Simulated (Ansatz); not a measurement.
Molecule: CuBr, charge 0, multiplicity 1. 
Structure (B3LYP-D3(BJ)/def2-TZVP (Ansatz, a quantum-chemistry and plane-wave program) minimum search):
```xyz
2

Cu     0.0000     0.0000    -1.2173
Br     0.0000     0.0000     1.0086
```
Charge 0, spin multiplicity 1.

Q: Give the harmonic wavenumbers at B3LYP-D3(BJ)/def2-TZVP (Ansatz, finite differences of forces, unscaled).

A: 289 cm⁻¹. Zero-point energy 0.4 kcal/mol.

Q: From these and the geometry, give the ideal-gas thermochemistry at 298.15 K and 1 atm (rigid rotor, harmonic oscillator).

A: Point group C∞v, rotational symmetry number 1. Rotational constants 2.882, 2.882 GHz. S(trans) 40.79, S(rot) 17.24, S(vib) 1.48, S(elec, spin only) 0.00, S 59.5 cal/(mol K). H(298) - H(0) 2.35 kcal/mol; G - E(el) -15.0 kcal/mol.
